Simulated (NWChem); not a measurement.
System: CClF2 cation

The following NWChem deck was run.

```
start job
memory heap 200 mb stack 900 mb global 1100 mb
charge 1
geometry units angstroms noautosym nocenter noautoz
  F     -0.000289     1.047459    -1.067724
  C      0.001959     0.381208     0.000000
  F     -0.000289     1.047459     1.067724
  Cl    -0.000047    -1.248074     0.000000
end
basis spherical
  * library pcsseg-1
end
dft
  xc xpbe96 cpbe96
  iterations 150
end
property
  shielding 3 1 2 4
end
task dft property
```

Parts of the log:

```
             Northwest Computational Chemistry Package (NWChem) 7.3.0
             --------------------------------------------------------

                             Geometry "geometry" -> ""
                             -------------------------

 Output coordinates in angstroms (scale by  1.889725989 to convert to a.u.)

  No.       Tag          Charge          X              Y              Z
 ---- ---------------- ---------- -------------- -------------- --------------
    1 F                    9.0000    -0.00028900     1.04745900    -1.06772400
    2 C                    6.0000     0.00195900     0.38120800     0.00000000
    3 F                    9.0000    -0.00028900     1.04745900     1.06772400
    4 Cl                  17.0000    -0.00004700    -1.24807400     0.00000000

 Effective nuclear repulsion energy (a.u.)     162.5718680494

  pbe96 is a nonlocal functional; adding pw91lda local functional.
                              NWChem Property Module
                              ----------------------

  itol2e modified to match energy
  convergence criterion.

                                 NWChem DFT Module
                                 -----------------

 Summary of "ao basis" -> "ao basis" (spherical)
 ------------------------------------------------------------------------------
       Tag                 Description            Shells   Functions and Types
 ---------------- ------------------------------  ------  ---------------------
 F                          pcsseg-1                 7       17   3s3p1d
 C                          pcsseg-1                 7       17   3s3p1d
 Cl                         pcsseg-1                10       24   4s5p1d

  itol2e modified to match energy
  convergence criterion.

            General Information
            -------------------
          SCF calculation type: DFT
          Wavefunction type:  closed shell.
          No. of atoms     :     4
          No. of electrons :    40
           Alpha electrons :    20
            Beta electrons :    20
          Charge           :     1
          Spin multiplicity:     1
          Use of symmetry is: off; symmetry adaption is: off
          Maximum number of iterations: 150
          AO basis - number of functions:    75
                     number of shells:    31
          Convergence on energy requested:  1.00D-07
          Convergence on density requested:  1.00D-05
          Convergence on gradient requested:  5.00D-04

              XC Information
              --------------
          PerdewBurkeErnzerhof Exchange Functional  1.000
            Perdew 1991 LDA Correlation Functional  1.000 local
           PerdewBurkeErnz. Correlation Functional  1.000 non-local

[...]

          -----------------------------------------
          Chemical Shielding Tensors (GIAO, in ppm)
          -----------------------------------------

                                NWChem CPHF Module
                                ------------------

  scftype          =     RHF
  nclosed          =       20
  nopen            =        0
  variables        =     1100
  # of vectors     =        3
  tolerance        = 0.10D-03
  level shift      = 0.00D+00
  max iterations   =       50
  max subspace     =       30

 SCF residual:    1.4249176788789127E-005

Iterative solution of linear equations
  No. of variables     1100
  No. of equations        3
  Maximum subspace       30
        Iterations       50
       Convergence  1.0D-04

   iter   nsub   residual    time
   ----  ------  --------  ---------
     1      3    1.03D-05      21.5

      Atom:    1  F
        Diamagnetic
    457.3052     -0.0326      0.0529
     -0.0326    466.1342    -14.5558
      0.0529    -14.5558    480.6373

        Paramagnetic
   -250.5976      0.1738      0.3142
      0.1738   -529.1420   -150.8825
      0.3142   -150.8825   -592.5739

        Total Shielding Tensor
    206.7075      0.1412      0.3671
      0.1412    -63.0077   -165.4382
      0.3671   -165.4382   -111.9366

           isotropic =      10.5877
          anisotropy =    -397.9463

          Principal Components and Axis System
                 1           2           3
             -254.7098    206.7080     79.7650

      1        -0.0008      1.0000      0.0010
      2         0.6533     -0.0003      0.7571
      3         0.7571      0.0013     -0.6533

      Atom:    2  C
        Diamagnetic
    235.5543     -0.0087      0.0000
     -0.0087    263.5266      0.0000
      0.0000      0.0000    260.4330

        Paramagnetic
   -209.5382      0.0423     -0.0000
      0.0423   -240.6634     -0.0000
     -0.0000     -0.0000   -349.1549

        Total Shielding Tensor
     26.0161      0.0336     -0.0000
      0.0336     22.8632     -0.0000
     -0.0000     -0.0000    -88.7220

           isotropic =     -13.2809
          anisotropy =    -113.1617

          Principal Components and Axis System
                 1           2           3
              -88.7220     26.0165     22.8629

      1         0.0000      0.9999     -0.0107
      2         0.0000      0.0107      0.9999
      3         1.0000     -0.0000     -0.0000

      Atom:    3  Cl
        Diamagnetic
   1139.7023      0.0172     -0.0000
      0.0172   1151.2293      0.0000
     -0.0000      0.0000   1139.2056

        Paramagnetic
   -653.2717      1.9081     -0.0000
      1.9081   -638.5034      0.0000
     -0.0000      0.0000  -1079.8690

        Total Shielding Tensor
    486.4306      1.9253     -0.0000
      1.9253    512.7259      0.0000
     -0.0000      0.0000     59.3366

           isotropic =     352.8310
          anisotropy =     240.0526

          Principal Components and Axis System
                 1           2           3
              512.8661    486.2904     59.3366

      1         0.0726      0.9974      0.0000
      2         0.9974     -0.0726     -0.0000
      3         0.0000     -0.0000      1.0000
```

Level: PBE/pcSseg-1, GIAO. The geometry was optimised at B3LYP/6-31G* (spherical d). The output numbers the shielded atoms by their place in the input's list. The printed shielding anisotropy is the first printed principal value minus the mean of the other two.
